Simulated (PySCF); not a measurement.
Job for PySCF: R-BP86/6-31G* on CH5BSe (SMILES CB[SeH]), a point of a torsion scan.

```python
from pyscf import gto, scf, dft, mp
from pyscf.data.elements import chemcore

mol = gto.M(
    atom='''
    C    -0.92570911   -0.16706906    0.11479026
    B     0.33758348    0.74404804   -0.09315294
    Se    2.07272447   -0.01772555   -0.06264101
    H    -1.60044293   -0.09306752   -0.73829260
    H    -0.69485111   -1.22171228    0.26183947
    H    -1.50443569    0.16644477    0.97656742
    H     0.23014283    1.89652193   -0.26828421
    H     2.85516259    1.17324398   -0.28992979
    ''',
    basis='6-31g*',
    cart=True,
    charge=0, spin=0, verbose=3, max_memory=1800)
mf = dft.RKS(mol, xc='b88,p86')
mf.conv_tol = 1e-8
mf.max_cycle = 100
mf.kernel()
if not mf.converged:
    mf = mf.newton().run(mf.mo_coeff, mf.mo_occ)
```

Output:

```
converged SCF energy = -2467.51287720822
```

The calculation finished and met its thresholds.

Cost: roughly 9 core-seconds.
